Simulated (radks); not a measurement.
The numbers below are computed, except where a source is named.
Coulomb parameter of the 4f shell of the terbium ion Tb3+ in the model configuration [Xe] 4f7 5d1, as a second difference U = [E(n + 1) + E(n - 1) - 2 E(n)] / (1)^2 with all orbitals relaxed. "Bare": the charge of the atom changes with n. "Screened": the 5d shell takes up the change at fixed total charge, which measures U(4f,4f) + U(5d,5d) - 2 U(4f,5d). Code: a radial shooting solver on a logarithmic mesh with Libxc functionals. Model: Dirac Kohn-Sham, PBE, spin-unpolarised, spherical densities, finite nucleus; open shells are shared between the two j in proportion to 2j + 1; Fermi nuclear charge, rms radius 5.06 fm.

case         configuration  E - E(n) (eV)
start         [Xe] 4f7 5d1          0.000
bare +1       [Xe] 4f8 5d1        -31.870
bare -1       [Xe] 4f6 5d1         51.688
screened +1       [Xe] 4f8        -12.001
screened -1   [Xe] 4f6 5d2         17.684

U(bare) = 19.818 eV, U(screened by 5d) = 5.683 eV.
